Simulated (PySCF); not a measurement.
A side-by-side comparison of computed properties.

First species: C7H11FO.
SMILES: `C/C(=C/C(=O)F)C(C)C`

Second species: C6H13FSi2.
Atom-mapped SMILES: `[CH2:1]=[CH:2][CH2:3][CH2:4][Si:5]1([F:6])[CH2:7][SiH2:8][CH2:9]1` (hydrogens: H10, H11 on C1; H12 on C2; H13, H14 on C3; H15, H16 on C4; H17, H18 on C7; H19, H20 on Si8; H21, H22 on C9)

Levels: PBE0/pcSseg-1 for dipole moment, HOMO energy, LUMO energy and HOMO–LUMO gap; GFN2-xTB for rotational constant A and rotational constant C. Geometries: GFN2-xTB. All species are isolated and taken at one optimised geometry, non-relativistic unless stated; the electronic structure was computed with PySCF and density fitting.

Dipoles, sizes and rotational constants follow the conformer. The torsions of the flexible species, by atom-mapped SMILES:
- `[CH3:1]/[C:2](=[CH:3]/[C:4](=[O:5])[F:6])[CH:7]([CH3:8])[CH3:9]`: C2–C3–C4–O5 0°, C1–C2–C7–C8 -117°
- `[CH2:1]=[CH:2][CH2:3][CH2:4][Si:5]1([F:6])[CH2:7][SiH2:8][CH2:9]1`: C1–C2–C3–C4 -120°, C2–C3–C4–Si5 -177°, C3–C4–Si5–F6 59°

Question: Which of the two has the higher rotational constant C, and by how much?

Answer: The first: 0.931 GHz against 0.477 GHz, a difference of 0.454 GHz.

Question: Which of the two has the higher dipole moment, and by how much?

Answer: The first: 4.28 D against 1.63 D, a difference of 2.65 D.

Question: Which of the two has the higher LUMO energy, and by how much?

Answer: The second: 0.31 eV against -1.78 eV, a difference of 2.09 eV.

Question: Which has the higher rotational constant A?

Answer: The second: 2.505 GHz against 2.148 GHz, a difference of 0.357 GHz.

Question: Which of the two has the higher HOMO–LUMO gap, and by how much?

Answer: The second: 7.74 eV against 6.24 eV, a difference of 1.50 eV.

Question: Which has the higher HOMO energy?

Answer: The second: -7.43 eV against -8.02 eV, a difference of 0.59 eV.

On the first: The dipole equals about 14.3 × 10⁻³⁰ C·m (1 D = 3.33564 × 10⁻³⁰ C·m).

On the second: The dipole equals about 5.5 × 10⁻³⁰ C·m (1 D = 3.33564 × 10⁻³⁰ C·m).
